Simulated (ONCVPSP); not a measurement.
Cutoff test, lead (Pb), ONCV

lead, optimised norm-conserving Vanderbilt (ONCV), made with ONCVPSP 4.0.1 (PBE, scalar-relativistic). Core [Xe] 4f14, reference 5d10 6s2 6p1 (charge +1). Waves: 6s: rc 2.10 bohr, ncon 4, nbas 9, qcut 3.1 1/bohr, 2 projectors, debl 3.3 Ha; 6p: rc 2.00 bohr, ncon 3, nbas 7, qcut 4.6 1/bohr, 2 projectors, debl 3.5 Ha; 5d: rc 1.20 bohr, ncon 5, nbas 9, qcut 8.4 1/bohr, 2 projectors, debl 1.9 Ha. Local part: polynomial inside 0.80 bohr (lpopt 5, dvloc0 0 Ha). Core correction: none.

Problem. For each optimised wave give the share of its norm inside rc, the residual kinetic energy above qcut (Ha) and the cutoffs (Ha) for errors of 10, 1, 0.1 and 0.01 mHa per electron.

Solution.

```
         wave  norm inside rc  residual KE  10 mHa  1 mHa  0.1 mHa     0.01 mHa
           6s           0.471      4.4e-03     4.0   15.5     49.4         57.7
s projector 2           0.104      1.5e-01    11.6   45.0     66.8         74.5
           6p           0.158      8.6e-05     2.3    5.1      9.3         53.1
p projector 2           0.108      1.1e-02    11.1   53.5     95.6  not reached
           5d           0.477      4.8e-04    19.2   24.4    108.3        194.8
d projector 2           0.098      2.4e-04    17.9   23.4    129.3        251.1
```

The occupied waves need 24 Ha and 108 Ha for 1 and 0.1 mHa. Note: ghosts flagged at negative energy: s at -492.4 eV, p at -308.4 eV; GHOST(+) flagged for s at 13.4 eV. A true bound ghost makes a file unfit for plane-wave use.
